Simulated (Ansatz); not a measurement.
The first iterations of a band of BrH + H4Sn (7 atoms, charge 0, multiplicity 1).

All numbers below come from RKS PBE0-D4/def2-SVP in Ansatz.

```yaml
movable_images: 7
climbing_image: yes
spring: 5.0 eV/Å²
optimiser: quadratic models (default)
start_path: through a guess of the saddle point
force_threshold: 0.5 eV/Å
iteration_limit: 60
end_points: relaxed
```

First end point:

```xyz
7
Properties=species:S:1:pos:R:3
Sn 0.311 0.000 -0.157
H 0.185 0.000 1.556
H 1.970 0.000 -0.577
H -0.448 1.403 -0.767
H -0.448 -1.403 -0.767
Br -3.349 0.000 1.876
H -1.973 0.000 2.245
```

Last end point:

```xyz
7
Properties=species:S:1:pos:R:3
Sn -0.469 0.000 -0.753
H 0.061 0.000 3.503
H 0.836 0.000 0.346
H -0.526 1.418 -1.701
H -0.526 -1.418 -1.701
Br -2.554 0.000 0.635
H -0.573 0.000 3.080
```

| iteration | highest image above the first end (eV) | largest band force component (eV/Å) |
| --- | --- | --- |
| 1 | 2.187 | 5.256 |
| 2 | 1.484 | 2.009 |

Does the band converge within its limit, and where does its top end?

It converged. It ended after 8 iterations with the highest image 1.144 eV above the first end. The threshold of 0.5 eV/Å is loose, so the images may lie well off the minimum-energy path. Another band between the same ends (7 images) ends at a top of the same energy, where a vibrational analysis finds 1 clearly imaginary mode. The orbitals stay closed-shell, which can raise the energy where a bond breaks towards radicals; this wasn't checked here.

Run time: 3.9 min on 1 thread of Arm Neoverse V1 (shared host), peak memory 0.18 GiB.
